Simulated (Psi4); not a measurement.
HF$_{5}$OW, triplet, at a GFN2-xTB geometry (such geometries of metal compounds can be far from the true shape) (the multiplicity is a formal guess) (core potentials on W), atoms displaced at random by about 0.002 Å a coordinate; CAM-B3LYP/def2-SVP (Psi4).

Here is a job for Psi4.
```
memory 2 GB

molecule {
0 3
W     0.00290027   -0.00364608    0.00290006
F    -0.77029932    1.58347512   -0.37098502
F     1.45498635    0.98550590    1.00101752
F     0.77842861   -0.00927987   -1.86962755
F    -0.81350330    0.07104506    1.85164907
F    -1.48959465   -0.91849530   -1.01999924
O     0.77166464   -1.57696377    0.36424924
H     1.18422738   -2.43132637    0.56516219
}

set {
  basis def2-svp
  reference uks
}

energy('cam-b3lyp')
print_variables()
```

What the program printed (banner, timings and long lists left out):

```
   => Loading Basis Set <=

    Name: DEF2-SVP
    Role: ORBITAL
    Keyword: BASIS

    !!!  WARNING: ECP capability is in beta. Please check occupations closely.  !!!

         ---------------------------------------------------------
                                   SCF
               by Justin Turney, Rob Parrish, Andy Simmonett
                          and Daniel G. A. Smith
                              UKS Reference
         ---------------------------------------------------------

  ==> Geometry <==

    Molecular point group: c1
    Full point group: C1

    Geometry (in Angstrom), charge = 0, multiplicity = 3:

       Center              X                  Y                   Z               Mass
    ------------   -----------------  -----------------  -----------------  -----------------
         W            0.009281884148    -0.017789151009     0.005674619531   183.950930920000
         F           -0.763917705852     1.569332048991    -0.368210460469    18.998403162730
         F            1.461367964148     0.971362828991     1.003792079531    18.998403162730
         F            0.784810224148    -0.023422941009    -1.866852990469    18.998403162730
         F           -0.807121685852     0.056901988991     1.854423629531    18.998403162730
         F           -1.483213035852    -0.932638371009    -1.017224680469    18.998403162730
         O            0.778046254148    -1.591106841009     0.367023799531    15.994914619570
         H            1.190608994148    -2.445469441009     0.567936749531     1.007825032230

  Running in c1 symmetry.

  Rotational constants: A =      0.06799  B =      0.05533  C =      0.05416 [cm^-1]
  Rotational constants: A =   2038.21763  B =   1658.70916  C =   1623.53100 [MHz]
  Nuclear repulsion =  427.646617510619137

  Charge       = 0
  Multiplicity = 3
  Electrons    = 68
  Nalpha       = 35
  Nbeta        = 33

  ==> Algorithm <==

  SCF Algorithm Type is DF.
  DIIS enabled.
  MOM disabled.
  Fractional occupation disabled.
  Guess Type is SAD.
  Energy threshold   = 1.00e-06
  Density threshold  = 1.00e-06
  Integral threshold = 1.00e-12

  ==> Primary Basis <==

  Basis Set: DEF2-SVP
    Blend: DEF2-SVP
    Number of shells: 51
    Number of basis functions: 121
    Number of Cartesian functions: 132
    Spherical Harmonics?: true
    Max angular momentum: 3

  Core potential: DEF2-SVP
    Number of shells: 4
    Number of ECP primitives: 10
    Number of ECP core electrons: 60
    Max angular momentum: 3

  ==> DFT Potential <==

   => LibXC <=

    Version 7.1.2
    S. Lehtola, C. Steigemann, M. J. T. Oliveira, and M. A. L. Marques,  SoftwareX 7, 1–5 (2018) (10.1016/j.softx.2017.11.002)

   => Composite Functional: CAM-B3LYP <=

    CAM-B3LYP Hyb-GGA Exchange-Correlation Functional

    T. Yanai, D. P. Tew, and N. C. Handy,  Chem. Phys. Lett. 393, 51 (2004) (10.1016/j.cplett.2004.06.011)

    Deriv               =              1
    GGA                 =           TRUE
    Meta                =          FALSE

    Exchange Hybrid     =           TRUE
    MP2 Hybrid          =          FALSE

   => Exchange Functionals <=

    0.3500         Becke 88 [omega = 0.3300]
    0.4600   Short-range recipe for B88 functional - erf [omega = 0.3300]

   => Exact (HF) Exchange <=

    0.4600            HF,LR [omega = 0.3300]
    0.1900               HF

   => Correlation Functionals <=

    0.1900   Vosko, Wilk & Nusair (VWN5)
    0.8100   Lee, Yang & Parr

   => LibXC Density Thresholds  <==

    XC_HYB_GGA_XC_CAM_B3LYP:  1.00E-14

   => Molecular Quadrature <=

    Radial Scheme          =       TREUTLER
    Pruning Scheme         =           NONE
    Nuclear Scheme         =       TREUTLER

    Blocking Scheme        =         OCTREE
    BS radius alpha        =              1
    Pruning alpha          =              1
    Radial Points          =             75
    Spherical Points       =            302
    Total Points           =         174256
[...]
   @DF-UKS iter   6:  -641.55806911998616   -3.89452e-03   3.86372e-04 DIIS/ADIIS
   @DF-UKS iter   7:  -641.55918630920382   -1.11719e-03   8.90022e-05 DIIS
   @DF-UKS iter   8:  -641.55963607591241   -4.49767e-04   7.19700e-05 DIIS
   @DF-UKS iter   9:  -641.55988438416659   -2.48308e-04   5.97390e-05 DIIS
   @DF-UKS iter  10:  -641.56017101791167   -2.86634e-04   5.78692e-05 DIIS
   @DF-UKS iter  11:  -641.56031909745684   -1.48080e-04   3.99454e-05 DIIS
   @DF-UKS iter  12:  -641.56046403474079   -1.44937e-04   2.80194e-05 DIIS
   @DF-UKS iter  13:  -641.56052652520509   -6.24905e-05   2.31810e-05 DIIS
   @DF-UKS iter  14:  -641.56055463115479   -2.81059e-05   2.08283e-05 DIIS
   @DF-UKS iter  15:  -641.56058455744767   -2.99263e-05   1.65171e-05 DIIS
   @DF-UKS iter  16:  -641.56062003282034   -3.54754e-05   5.91532e-06 DIIS
   @DF-UKS iter  17:  -641.56062400961787   -3.97680e-06   8.20058e-06 DIIS
   @DF-UKS iter  18:  -641.56062943560858   -5.42599e-06   2.64056e-06 DIIS
   @DF-UKS iter  19:  -641.56062989589850   -4.60290e-07   1.26023e-06 DIIS
   @DF-UKS iter  20:  -641.56062988786528    8.03323e-09   1.07409e-06 DIIS
   @DF-UKS iter  21:  -641.56062996831406   -8.04488e-08   1.00639e-06 DIIS
   @DF-UKS iter  22:  -641.56062998831737   -2.00033e-08   9.18299e-07 DIIS
  Energy and wave function converged.

  ==> Post-Iterations <==

   Electrons on quadrature grid:
      Nalpha   =   34.9999894311 ; deviation = -1.057e-05
      Nbeta    =   32.9999868886 ; deviation = -1.311e-05
      Ntotal   =   67.9999763196 ; deviation = -2.368e-05

   @Spin Contamination Metric:   9.288281104E-03
   @S^2 Expected:                2.000000000E+00
   @S^2 Observed:                2.009288281E+00
   @S   Expected:                1.000000000E+00
   @S   Observed:                1.000000000E+00

    Orbital Energies [Eh]
    ---------------------

    Alpha Occupied:

[...]
    Alpha Virtual:

[...]
    Beta Occupied:

[...]
    Beta Virtual:

[...]
     121A    574.160109

    Final Occupation by Irrep:
              A
    DOCC [    33 ]
    SOCC [     2 ]
    NA   [    35 ]
    NB   [    33 ]

  @DF-UKS Final Energy:  -641.56062998831737

   => Energetics <=

    Nuclear Repulsion Energy =            427.6466175106191372
    One-Electron Energy =               -1765.4768676845956179
    Two-Electron Energy =                 746.8929295006342954
    DFT Exchange-Correlation Energy =     -50.6233093149751241
    Empirical Dispersion Energy =           0.0000000000000000
    VV10 Nonlocal Energy =                  0.0000000000000000
    Total Energy =                       -641.5606299883173733

  UHF NO Occupations:
  HONO-2 :   33  A 1.9985710
  HONO-1 :   34  A 1.0000000
  HONO-0 :   35  A 1.0000000
  LUNO+0 :   36  A 0.0014290
  LUNO+1 :   37  A 0.0012467
  LUNO+2 :   38  A 0.0008748
  LUNO+3 :   39  A 0.0003848

Computation Completed

Properties will be evaluated at   0.000000,   0.000000,   0.000000 [a0]

Properties computed using the SCF density matrix

 Multipole Moments:

 ------------------------------------------------------------------------------------
     Multipole            Electronic (a.u.)      Nuclear  (a.u.)        Total (a.u.)
 ------------------------------------------------------------------------------------

 L = 1.  Multiply by 2.5417464519 to convert [e a0] to [Debye]
 Dipole X            :          0.0981857            0.5144916            0.6126773
 Dipole Y            :         -0.1709000           -1.2274759           -1.3983759
 Dipole Z            :          0.0890580            0.0697687            0.1588267
 Magnitude           :                                                    1.5349445

 ------------------------------------------------------------------------------------

  Variable Map:
  ----------------------------------------------------------------------------
[...]
  Array Variable Map:
  ----------------------------------------------------------------------------
[...]
[...]
```
